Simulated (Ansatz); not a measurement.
Molecule: 2-fluoropyrazine, C4H3FN2, net charge 0, singlet state. 
Geometry from a B3LYP-D3(BJ)/def2-TZVP (Ansatz, an electronic-structure program) optimisation:
```xyz
10

F     -1.8054    -1.2674     0.1843
C     -0.7030    -0.5186     0.0730
C     -0.8344     0.8681     0.0145
N      0.2441     1.6294    -0.0958
C      1.4261     1.0095    -0.1460
C      1.5242    -0.3721    -0.0855
N      0.4395    -1.1456     0.0258
H     -1.8075     1.3417     0.0577
H      2.3088     1.6304    -0.2362
H      2.4838    -0.8736    -0.1264
```

Basis-set convergence of Hartree-Fock and CCSD correlation energies (hartree) with Ansatz. Cores are frozen in the correlated levels unless marked. No spin-orbit coupling. Non-relativistic.

The Hartree-Fock reference is unstable (checked in the largest basis), which strains HF and MP2. 

| basis | functions | E(HF) | E(corr, CCSD) |
|---|---|---|---|
| aug-cc-pVDZ | 188 | -361.58506 | -1.08099 |
| aug-cc-pVTZ | 391 | -361.66869 | -1.28444 |
| aug-cc-pVQZ | 698 | -361.69081 | -1.34928 |

Extrapolating the two largest sets (X = 3 and 4) as X^-3: E(corr) = (64·(-1.34928) - 27·(-1.28444))/37 = -1.3966 Eh, an estimate of the basis-set limit. The largest set recovers 96.6 % of it, the smallest 77.4 %.
